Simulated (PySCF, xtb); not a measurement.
Hf(OH)2(H)2 (H4HfO2), SMILES [OH][HfH2][OH], multiplicity 1. One conformer was computed; it need not be the lowest.

Harmonic wavenumbers (cm⁻¹) from GFN2-xTB in xtb at its own minimum, in rising order: 103, 124, 161, 265, 373, 379, 417, 423, 435, 517, 619, 1267, 1357, 3632, 3637.

Q: What does PBE0-D3(BJ)/def2-TZVP (PySCF) give at its own minimum? (An estimate is asked for; the answer gives what the named calculation found.)

A: 152, 250, 264, 289, 327, 351, 526, 534, 617, 722, 731, 1678, 1712, 4009, 4012. Paired by order, the mean absolute difference is 174 cm⁻¹ and the zero-point energies are 19.6 and 23.1 kcal/mol.
